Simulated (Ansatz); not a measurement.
`[Cl][Ga]([Br])[Br]` + NH₃ → `[NH2][Ga]([Cl])[Br]` + HBr  (ligand exchange at a Ga–Br bond)

Computed with Ansatz on PBE0-D4/def2-TZVP structures; ΔE is electronic, products minus reactants. CCSD(T)/CBS is the MP2 limit (def2-TZVPP, def2-QZVPP) plus CCSD(T) − MP2 in def2-TZVPP, frozen cores. This one scheme is used for every species. DFT in def2-TZVPP. B3LYP here is the variant with VWN-RPA as its local correlation; programs differ in this. HSE06 is defined as in plane-wave codes. For Br, Ga outer-core shells are correlated without core-valence functions, which leaves a few kJ/mol of doubt a bond. Scalar relativity is left out up to krypton. Each species was taken in one conformer, which may not be the lowest.

```csv
level,ΔE (kJ/mol),difference from CCSD(T)/CBS
LDA (SPW92),68.3,-6.0
PBE-D4,80.2,5.9
revPBE-D4,80.3,6.0
BLYP-D4,78.1,3.8
r2SCAN-D4,79.9,5.6
B97M-V,82.3,8.0
PBE0-D4,82.4,8.1
B3LYP-D4,80.0,5.7
r2SCANh-D4,80.8,6.5
r2SCAN0-D4,82.0,7.7
HSE06-D4,82.9,8.6
BHLYP-D4,84.5,10.2
CAM-B3LYP-D4,72.8,-1.5
ωB97X-V,75.6,1.3
ωB97M-V,77.8,3.5
B2PLYP,77.5,3.2
PBE-QIDH,80.6,6.3
PBE,79.5,5.2
revPBE,82.1,7.8
BLYP,77.3,3.0
r2SCAN,79.9,5.6
PBE0,81.7,7.4
B3LYP,78.6,4.3
r2SCAN0,81.9,7.6
HSE06,82.1,7.8
BHLYP,81.0,6.7
CAM-B3LYP,71.8,-2.5
LC-ωPBE,70.5,-3.8
RPA@PBE/def2-TZVPP,71.3,-3.0
MP2/def2-SVP,71.7,-2.6
CCSD/def2-SVP,70.1,-4.2
CCSD(T)/def2-SVP,70.0,-4.3
SCS-MP2/def2-TZVPP,75.2,0.9
CCSD/def2-TZVPP,74.6,0.3
CCSD(T)/def2-TZVPP,74.5,0.2
MP2/def2-QZVPP,75.9,1.6
SCS-MP2/def2-QZVPP,74.4,0.1
HF/CBS(def2),84.2,9.9
MP2/CBS(def2),76.4,2.1
CCSD/CBS(def2),74.5,0.2
CCSD(T)/CBS,74.3,0
```

Largest T1 diagnostic among the species: 0.010.

Leaving LDA and LC-ωPBE aside and taking each functional with its dispersion term where it has one, the values spread over 11.7 kJ/mol, from CAM-B3LYP-D4 to BHLYP-D4. LDA lies −11.2 kJ/mol from PBE without D4. In def2-TZVPP, CCSD(T) changes the Hartree–Fock value by −11.6 kJ/mol (the triples alone add −0.1 kJ/mol) and MP2 by −9.5 kJ/mol. From BLYP to BHLYP (50 % exact exchange), in def2-TZVPP and without D4, ΔE moves by +3.7 kJ/mol.
